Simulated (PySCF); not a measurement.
CH3CdIO, SMILES C[O][Cd][I].

Geometry optimised at r2SCAN-D4/def2-SVP. The structure was generated by enumeration; whether it is a known compound was not checked. The def2 effective core potentials stand for the cores of Cd, I; spin–orbit coupling is left out. One conformer was computed; it need not be the lowest.

Computed with PySCF with r2SCAN-D4/def2-SVP.

Frequencies are harmonic and unscaled.

Computed normal modes with their intensities:
```tsv
mode	ν (cm⁻¹)	IR (km/mol)	Raman (Å⁴/amu)	depolarisation	moving atoms (share of kinetic energy)
1	59	2.4	0.9	0.55	Cd 39 %, C 32 %, H 14 %, I 11 %
2	74	6.1	0.3	0.75	Cd 32 %, H 29 %, O 26 %
3	147	8.9	0.5	0.75	H 64 %, O 29 %
4	191	7.0	17.5	0.27	I 36 %, C 23 %, O 16 %, Cd 16 %, H 9 %
5	228	9.5	2.1	0.31	Cd 32 %, O 27 %, I 17 %, C 13 %, H 11 %
6	529	41.9	40.9	0.25	O 65 %, Cd 18 %, C 10 %
7	1110	234.7	64.4	0.37	O 51 %, C 45 %
8	1165	0.0	2.8	0.75	H 77 %, C 19 %
9	1178	5.0	32.5	0.16	H 74 %, C 20 %
10	1464	38.1	30.5	0.58	H 91 %
11	1465	1.6	29.9	0.75	H 96 %
12	1478	53.8	26.0	0.75	H 93 %
13	2940	179.5	222.7	0.04	H 97 %
14	3005	70.9	114.1	0.75	H 90 %, C 10 %
15	3049	38.0	413.4	0.45	H 91 %, C 9 %
```
